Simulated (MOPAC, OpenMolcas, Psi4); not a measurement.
## SnCl2F2 (SMILES [F][Sn]([F])([Cl])[Cl]): the HOMO–LUMO gap, rung by rung

SnCl2F2: 5 atoms, total charge 0, spin state singlet. SMILES: `[F][Sn]([F])([Cl])[Cl]`. Geometry: relaxed at PBE0-D4/def2-TZVP.

Each level gives the HOMO–LUMO gap (eV). The values are calculated.

```json
{"level": "AM1", "kind": "semi-empirical", "program": "MOPAC", "value (eV)": "10.09", "CPU time": "under 2 s"}
{"level": "HF/def2-SVP (core potential)", "kind": "Hartree–Fock", "program": "OpenMolcas", "value (eV)": "14.37", "CPU time": "7 s"}
{"level": "SVWN5/def2-SVP (core potential)", "kind": "LDA", "program": "OpenMolcas", "value (eV)": "4.31", "CPU time": "12 s"}
{"level": "PBE/def2-SVP (core potential)", "kind": "GGA", "program": "OpenMolcas", "value (eV)": "4.50", "CPU time": "16 s"}
{"level": "revPBE/def2-SVP (core potential)", "kind": "GGA", "program": "OpenMolcas", "value (eV)": "4.56", "CPU time": "15 s"}
{"level": "M06-L/def2-SVP (core potential)", "kind": "meta-GGA", "program": "OpenMolcas", "value (eV)": "5.12", "CPU time": "19 s"}
{"level": "BHLYP/def2-SVP (core potential)", "kind": "global hybrid", "program": "OpenMolcas", "value (eV)": "9.27", "CPU time": "14 s"}
{"level": "wB97X-D/def2-SVP (density fitting, core potential)", "kind": "range-separated hybrid", "program": "Psi4", "value (eV)": "10.57", "CPU time": "12 s"}
{"level": "B2PLYP/def2-SVP (core potential)", "kind": "double hybrid", "program": "OpenMolcas", "value (eV)": "9.59", "CPU time": "11 s"}
```

The values span 4.31 to 14.37 eV. Orbital gaps aren't excitation energies, and those of double hybrids come from the SCF part alone; they tend to grow with the share of exact exchange. CPU times are rough (shared hosts, several kinds of processor): they show what a rung costs within a factor of a few.
